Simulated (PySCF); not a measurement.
silylarsine (H5AsSi), singlet, at a GFN2-xTB geometry. Base run: M062X/6-31G** (PySCF).

The PySCF input:
```python
from pyscf import gto, scf, dft

mol = gto.Mole()
mol.atom = '''
    Si   -1.492962    0.170531    0.316143
    As    0.753713   -0.075921   -0.219040
    H    -2.293675   -0.779902   -0.466881
    H    -1.939011    1.525361   -0.034321
    H    -1.819090   -0.044947    1.730894
    H     0.886343   -1.320446    0.609663
    H     1.194382    0.737893    0.962948
'''
mol.basis = '6-31g**'
mol.charge = 0
mol.spin = 0
mol.verbose = 3
mol.build()

mf = dft.RKS(mol)
mf.xc = 'm062x'
mf.kernel()
```

Variants of this job, named by their change:

```json
[
 {"change": "base", "ΔE vs base (mEh)": "0.000", "fitting functions": "-", "dipole (D)": "0.67"},
 {"change": "auxbasis = even-tempered beta=1.6", "ΔE vs base (mEh)": "0.015", "fitting functions": "895", "dipole (D)": "0.67"},
 {"change": "auxbasis = cc-pvdz-jkfit", "ΔE vs base (mEh)": "313.2", "fitting functions": "398", "dipole (D)": "0.68"},
 {"change": "auxbasis = def2-tzvp-ri", "ΔE vs base (mEh)": "-5121.0", "fitting functions": "347", "dipole (D)": "0.60"},
 {"change": "auxbasis = def2-svp-ri", "ΔE vs base (mEh)": "-4633.5", "fitting functions": "259", "dipole (D)": "0.58"},
 {"change": "auxbasis = cc-pvtz-jkfit", "ΔE vs base (mEh)": "-0.023", "fitting functions": "478", "dipole (D)": "0.67"},
 {"change": "auxbasis = def2-universal-jkfit", "ΔE vs base (mEh)": "0.049", "fitting functions": "484", "dipole (D)": "0.67"},
 {"change": "auxbasis = even-tempered beta=2.0", "ΔE vs base (mEh)": "-0.036", "fitting functions": "593", "dipole (D)": "0.67"},
 {"change": "only_dfj = on; auxbasis = def2-universal-jfit", "ΔE vs base (mEh)": "-0.491", "fitting functions": "164", "dipole (D)": "0.67"},
 {"change": "auxbasis = autoaux", "ΔE vs base (mEh)": "-0.015", "fitting functions": "616", "dipole (D)": "0.67"}
]
```

A fitting set is made for a task (jfit for Coulomb, jkfit for Coulomb and exchange, ri for correlation) and for a family of orbital bases.
